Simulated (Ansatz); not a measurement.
Geometry optimisation, DFT PBE, scalar-relativistic, plane waves, PAW (Ansatz 0.2.0).

The input (input.yaml):

```yaml
accuracy: low
crystal:
  lattice:
    - [0.0, 5.43, 5.43]
    - [5.43, 0.0, 5.43]
    - [5.43, 5.43, 0.0]
  atoms:
    - { symbol: Si, position: [0.0, 0.0, 0.0] }
    - { symbol: Si, position: [0.125, 0.125, 0.125] }
    - { symbol: Si, position: [0.0, 0.0, 0.5] }
    - { symbol: Si, position: [0.125, 0.125, 0.625] }
    - { symbol: Si, position: [0.0, 0.5, 0.0] }
    - { symbol: Si, position: [0.125, 0.625, 0.125] }
    - { symbol: Si, position: [0.0, 0.5, 0.5] }
    - { symbol: Si, position: [0.125, 0.625, 0.625] }
    - { symbol: Si, position: [0.5, 0.0, 0.0] }
    - { symbol: Si, position: [0.625, 0.125, 0.125] }
    - { symbol: Si, position: [0.5, 0.0, 0.5] }
    - { symbol: Si, position: [0.625, 0.125, 0.625] }
    - { symbol: Si, position: [0.5, 0.5, 0.0] }
    - { symbol: Si, position: [0.625, 0.625, 0.125] }
    - { symbol: Si, position: [0.5, 0.5, 0.5] }
    - { symbol: Si, position: [0.625, 0.625, 0.625] }
    - { symbol: "N", position: [0.7456797, 0.7536351, 0.742895], spin: 1.0 }
magnetization:
  spin_polarized: true
basis:
  ecutwfc: 420.0
kpoints:
  mp_grid: { grid: [2, 2, 2] }
hamiltonian:
  xc: pbe
  pseudopotentials: { kind: paw, azcp: { folder: soft_1 } }
scf:
  occupations: { method: fermi_dirac, width: 0.05 }
  lower_state_search: "off"
relax:
  f_tol: 0.08
  max_steps: 25
  adjacent_minimum: "off"
```

Launched with:

```bash
$ ansatz run input.yaml --threads 1 --pin off --max-ram 3072MiB --backend cpu --events-out ev --progress --plain --runs-dir out
```

Where does it end, and by what steps?

It converged. The threshold is loose, so the end isn't yet a minimum. Limits of this set-up: coarse k mesh, low accuracy level. After 16 steps the energy has fallen by 2.734 eV; N17 moved furthest, 1.60 Å. Parted: Si11–Si16. Joined: Si11–N17.

```
step  energy less start (eV)  largest force component (eV/Å)  accepted
   0                  0.0000                           0.597       yes
   1                 -0.1453                           0.462       yes
   2                 -0.4550                           0.952       yes
   3                 -0.8198                           1.447       yes
   4                 -1.2994                           1.816       yes
   5                 -1.7968                           1.496       yes
   6                 -2.1421                           1.971       yes
   7                 -2.4032                           0.780       yes
   8                 -2.5167                           0.419       yes
   9                 -2.5516                           0.482       yes
  10                 -2.6524                           0.706       yes
  11                 -2.6966                           0.360       yes
  12                 -2.7170                           0.430       yes
  13                 -2.6674                           0.687        no
  14                 -2.7304                           0.089       yes
  15                 -2.7314                           0.109       yes
  16                 -2.7339                           0.028       yes
```

```xyz
17
Lattice="0.0000 5.4300 5.4300 5.4300 0.0000 5.4300 5.4300 5.4300 0.0000" Properties=species:S:1:pos:R:3
Si 0.150 0.105 -0.168
Si 1.384 1.457 1.298
Si 2.619 2.935 -0.035
Si 4.180 4.173 1.123
Si 2.716 0.125 2.698
Si 4.123 1.462 4.016
Si 5.375 2.970 2.713
Si 6.687 4.345 4.091
Si -0.051 2.762 2.616
Si 1.358 3.858 4.117
Si 3.044 4.909 2.948
Si 3.855 7.026 3.948
Si 2.807 2.716 5.508
Si 4.095 4.240 6.745
Si 5.385 5.737 5.476
Si 6.856 7.044 6.985
N 7.845 6.519 8.362
```

Whether the end is a true minimum wasn't checked by a vibrational analysis.

Run time: 2.6 min on 1 thread of Intel(R) Xeon(R) 6975P-C (Granite Rapids), on a shared host, peak memory 0.73 GiB.
